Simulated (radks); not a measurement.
Q: These are the eigenvalues of the occupied orbitals of an atom or ion with whole-number occupations (eV). Calculated with a radial shooting solver on a logarithmic mesh with Libxc functionals: scalar-relativistic Kohn-Sham, LDA (Slater exchange, VWN5 correlation), spin-polarised, spherical densities, finite nucleus; Fermi nuclear charge, rms radius of each element as measured or else 0.836 A^(1/3) + 0.57 fm.

| orbital | eigenvalue |
|---|---|
| 1s up | -36316.34 |

Which element is it, and in what charge state? The configuration may be excited. Open shells, if any, are filled with parallel spins first.

A: Z = 51, antimony, charge +50: Sb50+ in 1s1. The 1s level, -1334.6 hartree, gives Z - s = 51.7 by -(Z - s)^2/2, which with screening and relativity narrows Z to a few neighbours, and with so few levels the electron count can be read from the list.
